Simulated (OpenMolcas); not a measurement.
## Mo5+: moving the ligands

Mo5+ with 4 ligands (fluoride) in tetrahedral coordination (Td) at 1.77 Å. Ligand basis ANO-RCC-VDZP.
```
Mo    0.0000    0.0000    0.0000
F     1.0219    1.0219    1.0219
F     1.0219   -1.0219   -1.0219
F    -1.0219    1.0219   -1.0219
F    -1.0219   -1.0219    1.0219
```

| Quantity | Value |
| --- | --- |
| Program | OpenMolcas |
| Method | SS-CASPT2, IPEA 0.25 Eh, imaginary shift 0.1 Eh (closed shells correlated: 4s 4p and the ligand valence shells) |
| Basis | ANO-RCC-VDZP [6s5p3d1f] |
| Scalar Hamiltonian | DKH2, point nucleus |
| Active space | 1 electron in 5 orbitals (4d) |
| State averaging | 2S+1 = 2 even, 5 roots |
| Spin-orbit coupling | state interaction with AMFI integrals over the reference wave functions |

Runs around this geometry, states (labels of Td). Energies in cm-1 above the lowest state or level, χT in cm3 K/mol; 10Dq is the gap between the two states; 10Dq is negative for this site.

```csv
R (Å),Ground state,First state of that spin,10Dq,First gap with spin-orbit (degeneracies),χT at 300 K
1.74,2E,2T2 18560,-18564,"18550 (4, 4)",0.345
1.77,2E,2T2 17700,-17699,"17670 (4, 4)",0.343
1.82,2E,2T2 16400,-16405,"16340 (4, 4)",0.339
```

Taking |10Dq| as R^-n, n = -ln(16405 / 18564) / ln(1.82 / 1.74) = 2.8 between the shortest and longest distance. The point-charge formula for a cubic d site gives n = 5.

Roots that are degenerate in the reference are averaged as groups; the widest CASPT2 spread within a group is 98 cm-1 (the 3-fold group of multiplicity 2 near 16400 cm-1 above the lowest state of its run, R = 1.82). Shifts and gaps below about the spread of the groups concerned are not significant. Over all roots computed the reference weight is 0.74 to 0.75 in R = 1.74, 0.74 in R = 1.77, 0.73 in R = 1.82; a low but even weight reflects the number of correlated electrons. An orbital doublet at a regular site is open to a Jahn-Teller distortion, which this geometry leaves out. Ligand-to-metal charge-transfer states are missing. With one d shell and no ligand orbital active, 10Dq can be off by a tenth or more. The least metal-like active orbital is 68 % on the metal (Löwdin) and no ligand orbital is active, so the numbers are rough (holds for R = 1.74). The least metal-like active orbital is 69 % on the metal (Löwdin) and no ligand orbital is active, so the numbers are rough (holds for R = 1.77). The least metal-like active orbital is 70 % on the metal (Löwdin) and no ligand orbital is active, so the numbers are rough (holds for R = 1.82). No measured value stands beside these numbers; the geometry is a model, was not optimised and need not be the one that this ion takes.
